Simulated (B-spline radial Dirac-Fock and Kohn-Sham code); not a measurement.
Ir 5d5/2: cross section and angular parameters

System: neutral iridium, configuration [Xe] 4f14 5d7 6s2; threshold 10.08 eV (orbital energy of the model). Method: Dirac-Hartree-Slater photoionisation with a Latter tail; cross sections with all multipoles, angular parameters from the dipole term and its interference with E2. Computed with an atomic code on a B-spline grid.

```tsv
hν (eV)	σ (kb)	β	γ	δ
60	3810	1.182	0.027	0.013
80	1320	1.569	0.087	0.016
92	738	1.759	0.145	0.016
120	220	1.998	0.317	0.001
141	102	1.825	0.401	-0.018
277	37.1	-0.332	-0.022	0.065
300	38.4	-0.164	0.030	0.064
460	37.4	0.599	0.206	0.031
600	31.1	0.896	0.179	0.012
649	28.9	0.965	0.158	0.009
658	28.5	0.976	0.153	0.008
800	22.8	1.114	0.087	0.002
884	20.0	1.170	0.053	0.001
896	19.7	1.177	0.048	0.001
904	?	?	?	?
1000	16.8	1.229	0.014	0.000
1220	12.3	1.301	-0.029	0.003
1290	11.2	1.316	-0.035	0.004
1450	9.06	1.343	-0.040	0.006
2050	4.56	1.384	0.023	0.018
3300	1.51	1.358	0.302	0.042
3670	1.15	1.342	0.390	0.050
5160	0.460	1.267	0.721	0.080
5414.7	0.402	1.254	0.772	0.085
5580	0.368	1.246	0.804	0.089
6770	0.209	1.188	1.018	0.114
7820	0.135	1.141	1.181	0.136
9251.7	0.0800	1.081	1.376	0.166
10800	0.0487	1.024	1.556	0.199
12000	0.0344	0.984	1.678	0.225
```

Task: Give the values at 904 eV.

Result: σ = 19.4 kb, β = 1.182, γ = 0.045, δ = 0.001.
